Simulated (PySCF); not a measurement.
Species: [MoCl6]3- (charge -3 and quartet state).
Bonds: Mo1–Cl2, Mo1–Cl3, Mo1–Cl4, Mo1–Cl5, Mo1–Cl6, Mo1–Cl7.

Theory: PBE0-D3(BJ)/def2-SVP geometry optimisation, gas phase, def2 core potentials past Kr in PySCF.

Task: How far are the bound atoms from Mo1?

Result: 6 atoms: Cl3 2.531 Å, Cl5 2.531 Å, Cl6 2.531 Å, Cl2 2.531 Å, Cl7 2.531 Å, Cl4 2.531 Å.

Task: List the angles at Mo1.

Result: 
```json
{"angle": "Cl2–Mo1–Cl3", "degrees": "179.7", "distance of the outer atoms (Å)": "5.06"}
{"angle": "Cl4–Mo1–Cl5", "degrees": "179.6", "distance of the outer atoms (Å)": "5.06"}
{"angle": "Cl6–Mo1–Cl7", "degrees": "179.6", "distance of the outer atoms (Å)": "5.06"}
{"angle": "Cl4–Mo1–Cl6", "degrees": "90.6", "distance of the outer atoms (Å)": "3.60"}
{"angle": "Cl2–Mo1–Cl7", "degrees": "90.1", "distance of the outer atoms (Å)": "3.58"}
{"angle": "Cl3–Mo1–Cl7", "degrees": "90.1", "distance of the outer atoms (Å)": "3.58"}
{"angle": "Cl3–Mo1–Cl5", "degrees": "90.1", "distance of the outer atoms (Å)": "3.58"}
{"angle": "Cl3–Mo1–Cl6", "degrees": "90.1", "distance of the outer atoms (Å)": "3.58"}
{"angle": "Cl2–Mo1–Cl5", "degrees": "90.1", "distance of the outer atoms (Å)": "3.58"}
{"angle": "Cl2–Mo1–Cl4", "degrees": "90.0", "distance of the outer atoms (Å)": "3.58"}
{"angle": "Cl5–Mo1–Cl7", "degrees": "89.9", "distance of the outer atoms (Å)": "3.58"}
{"angle": "Cl3–Mo1–Cl4", "degrees": "89.8", "distance of the outer atoms (Å)": "3.57"}
{"angle": "Cl4–Mo1–Cl7", "degrees": "89.7", "distance of the outer atoms (Å)": "3.57"}
{"angle": "Cl5–Mo1–Cl6", "degrees": "89.7", "distance of the outer atoms (Å)": "3.57"}
{"angle": "Cl2–Mo1–Cl6", "degrees": "89.7", "distance of the outer atoms (Å)": "3.57"}
```

Task: What is the shape at Mo1?

Result: Octahedral: the three widest angles are 179.7°, 179.6° and 179.6°, the others run from 89.7° to 90.6°.

Charge -3, quartet. ⟨S²⟩ = 3.768 (exact for a quartet: 3.75). Whether so highly charged an anion holds all its electrons in the gas phase wasn't checked; a finite basis holds them in any case. No counter-ion or solvent screens the charge of this multiply charged ion. The geometry's basis has no diffuse functions, a weakness for an anion. No frequency check.

The run took 56 s on an Arm Neoverse V2 with one thread, no GPU (shared host). That covers the optimisation of the geometry.

Caution for open-shell metal species: one SCF solution and one stationary point were followed, and a lower state or a bent or distorted shape isn't ruled out.
